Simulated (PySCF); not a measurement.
Isomers of [C10H15]+ (charge +1), from PySCF 2.14.0, PBE0-D3(BJ)/def2-SVP geometry optimisation, gas phase. One conformer each, no zero-point energy, no frequencies.

**Question.** Which is lower in electronic energy at this level?
A. `[CH:1]#[C:2]/[C:3](=[CH:4]/[CH3:5])[C+:6]([CH3:7])[CH2:8][CH2:9][CH3:10]` (charge +1) with C2–C3–C6–C7 -174°, C3–C6–C8–C9 -89°, C6–C8–C9–C10 178°: A = 1803, B = 885.3, C = 633.7 MHz, dipole 3.54 D
B. `[CH:1]1=[CH:2][CH2:3][C@@H:4]([CH:5]2[CH2:6][CH2:7][CH2:8][CH2:9]2)[CH+:10]1` (charge +1) with C3–C4–C5–C6 -68°, C1–C2–C3–C4 -1°, C2–C3–C4–C5 -123°, C4–C5–C6–C7 146°, C5–C6–C7–C8 -39°: A = 2935, B = 862.8, C = 846.4 MHz, dipole 5.83 D

**Answer.** B. That is `C1CC([C@@H]2CC=C[CH+]2)CC1`, 52.0 kcal/mol below the other.

| SMILES | mapped SMILES | E (Eh) | relative (kcal/mol) | relative (kJ/mol) | dipole about centre of mass (D) |
| --- | --- | --- | --- | --- | --- |
| C1=CC[C@@H](C2CCCC2)[CH+]1 | [CH:1]1=[CH:2][CH2:3][C@@H:4]([CH:5]2[CH2:6][CH2:7][CH2:8][CH2:9]2)[CH+:10]1 | -389.07705 | 0.0 | 0.0 | 5.83 |
| C#C/C(=C/C)[C+](C)CCC | [CH:1]#[C:2]/[C:3](=[CH:4]/[CH3:5])[C+:6]([CH3:7])[CH2:8][CH2:9][CH3:10] | -388.99417 | 52.0 | 217.6 | 3.54 |
